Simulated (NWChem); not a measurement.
System: ScBrCl$_{2}$; SMILES [Cl][Sc]([Cl])[Br]

```xyz
4

Sc     0.0000     0.0000    -0.5115
Cl     0.0000    -1.9495    -1.6510
Cl     0.0000     1.9495    -1.6510
Br     0.0000     0.0000     1.9107
```
Atoms are numbered in this order, from 1.

Computed with NWChem. Structure relaxed at the PBE0/def2-SVP level. Ions are spin-unrestricted doublets at the neutral geometry; other ion states weren't tried.

For level PBE/def2-SVP:

```
Quantity       Value
-------------  -----
−ε(HOMO) (eV)   7.33
```

Estimate the same quantities for level PBE0/def2-SVP.


* **−ε(HOMO) (eV)**: 8.69
